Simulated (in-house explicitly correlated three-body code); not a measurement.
Computed with an exponentially correlated three-body code. Model: two electrons around a point charge, non-relativistic, variational in 260 exponentially correlated functions (energies converged to about 1e-7 hartree, or 1e-8 relative for large Z).

For two electrons in a singlet the Kohn-Sham orbital is the square root of half the density, so the exact Kohn-Sham potential and energy parts follow from the density alone, and exchange is minus half the Hartree energy. The Kohn-Sham level equals minus the binding energy of the second electron.

Command:
```bash
python run_hyl.py task.json out
```
Settings (lengths in bohr, energies in hartree):
```
Z                      1.78
interaction_strength   1
functions              260
states_tried           13
```

Cost of the run: 34 s on 1 thread of Intel(R) Xeon(R) Platinum 8375C CPU @ 2.90GHz (Ice Lake), with other jobs on the host.

**Those bound S and P states to n = 4 that converged, binding against the one-electron ion.**

Given: nuclear charge 1.78.

Computed: one-electron threshold -1.5842 hartree.

| term | energy (hartree) | binding (eV) | quantum defect |
| --- | --- | --- | --- |
| 1 1S | -2.20923798 | 17.008 | 0.30237 |
| 2 3S | -1.6975453 | 3.0843 | 0.36176 |
| 2 1S | -1.67657429 | 2.5136 | 0.1853 |
| 2 3P | -1.66505955 | 2.2003 | 0.060392 |
| 2 1P | -1.65976873 | 2.0563 | -0.0063585 |
| 3 3S | ? | ? | ? |
| 3 1S | -1.62240328 | 1.0396 | 0.17818 |
| 3 3P | -1.61951236 | 0.9609 | 0.064945 |
| 3 1P | ? | ? | ? |
| 4 3S | -1.6070363 | 0.62141 | 0.35022 |
| 4 1S | -1.60500356 | 0.56609 | 0.17606 |
| 4 3P | -1.60385924 | 0.53496 | 0.066345 |
| 4 1P | -1.60312809 | 0.51506 | -0.0089092 |

Question: What belongs in the row 3 3S?

Answer: energy (hartree): -1.62760907; binding (eV): 1.1812; quantum defect: 0.35278.

Question: What belongs in the row 3 1P?

Answer: energy (hartree): -1.61781297; binding (eV): 0.91466; quantum defect: -0.0083348.

**Electric-dipole lines between converged S and P states, rate of the upper state's decay.**

```csv
s state,p state,p minus s (eV),oscillator strength from s,rate (1/s)
1 1S,2 1P,14.952,0.21492,6.9494e+08
1 1S,3 1P,16.093,0.059086,2.2135e+08
1 1S,4 1P,16.493,0.024278,9.5524e+07
2 1S,2 1P,0.4573,0.45287,1.3698e+06
2 1S,3 1P,1.599,0.11086,4.0995e+06
2 1S,4 1P,1.9986,0.038734,2.2378e+06
3 1S,2 1P,-1.0168,-0.17352,7.7838e+06
3 1S,3 1P,0.12491,0.74672,168510
3 1S,4 1P,?,?,?
4 1S,2 1P,-1.4902,-0.029204,2.8142e+06
4 1S,3 1P,-0.34856,-0.36279,1.9126e+06
4 1S,4 1P,0.051034,1.0196,38409
2 3S,2 3P,?,?,?
2 3S,3 3P,2.1234,0.029846,1.9464e+06
2 3S,4 3P,2.5493,0.014509,1.3639e+06
3 3S,2 3P,-1.0191,-0.25819,1.1635e+07
3 3S,3 3P,0.22032,1.043,732320
3 3S,4 3P,0.64627,0.016681,100770
4 3S,2 3P,-1.5789,-0.035342,3.823e+06
4 3S,3 3P,-0.33949,-0.53181,2.6597e+06
4 3S,4 3P,0.086452,1.4179,153280
```

Question: What belongs in the row 3 1S 4 1P?

Answer: p minus s (eV): 0.5245; oscillator strength from s: 0.099211; rate (1/s): 394770.

Question: What belongs in the row 2 3S 2 3P?

Answer: p minus s (eV): 0.88398; oscillator strength from s: 0.63488; rate (1/s): 7.1757e+06.

**Exact Kohn-Sham parts of the ground state from its density.**

Computed: total energy -2.20923798 hartree; Kohn-Sham kinetic 2.1737 hartree; Hartree energy 1.7726 hartree; DFT correlation energy -0.041643 hartree; potential part of the DFT correlation energy -0.077149 hartree; exact minus restricted Hartree-Fock -0.041546 hartree; Kohn-Sham level -17.008 eV; restricted Hartree-Fock level -17.413 eV; dipole polarisability 2.5623 bohr³; C6 of two such species 3.627 hartree·bohr⁶.

Question: What is the kinetic part of the DFT correlation energy?

Answer: 0.035506 hartree.

Question: What is the exchange energy?

Answer: -0.88632 hartree.

**Functionals on the exact density and self-consistent, errors are functional minus exact, hybrids only self-consistent, a dash where a self-consistent run leaves the top level unbound.**

```csv
result,exchange error (millihartree),correlation error (millihartree),functional driven error (millihartree),density driven error (millihartree),self consistent total error (millihartree),top level plus exact binding (eV)
PBE,8.1364,0.95071,9.0871,-0.87701,8.2101,7.4136
BP86,-1.9602,-1.8301,-3.7903,-0.63708,-4.4274,7.2859
AM05,92.499,-50.558,41.941,-1.0533,40.888,7.6591
revTPSS,-4.5468,-3.4054,-7.9522,-0.1459,-8.0981,6.8446
M06-L,-10.931,3.3542,-7.5766,-2.2589,-9.8355,6.7754
TPSS,-5.1854,-0.19092,-5.3764,-0.24694,-5.6233,7.0001
B3LYP VWN-RPA,-,-,-,-,-12.026,5.4976
SCAN,?,?,?,?,?,?
RPBE,-7.2594,0.95071,-6.3087,-1.0054,-7.3141,7.3688
PW91,5.415,-2.4533,2.9617,-0.91873,2.043,7.3243
LDA VWN5,121.3,-64.632,56.663,-1.5261,55.137,7.5512
OLYP,?,?,?,?,?,?
r2SCAN,-5.4746,4.6416,-0.83307,-0.23286,-1.0659,6.7978
HSE06,-,-,-,-,5.6697,5.7215
```

Question: What belongs in the row SCAN?

Answer: exchange error (millihartree): -5.4746; correlation error (millihartree): 4.6416; functional driven error (millihartree): -0.83307; density driven error (millihartree): -0.23286; self consistent total error (millihartree): -1.0659; top level plus exact binding (eV): 6.7978.

Question: What belongs in the row OLYP?

Answer: exchange error (millihartree): -2.1462; correlation error (millihartree): -0.58918; functional driven error (millihartree): -2.7354; density driven error (millihartree): -1.2981; self consistent total error (millihartree): -4.0334; top level plus exact binding (eV): 7.4034.

The density-driven part is never positive, since each functional's own density lowers its energy. Here it is small beside the functional-driven part (median ratio 0.16), the normal case. The correlation energy of density-functional theory lies 0.097 millihartree below exact minus Hartree-Fock, because the Hartree-Fock density, unlike the exact one, minimises the Hartree-Fock energy.
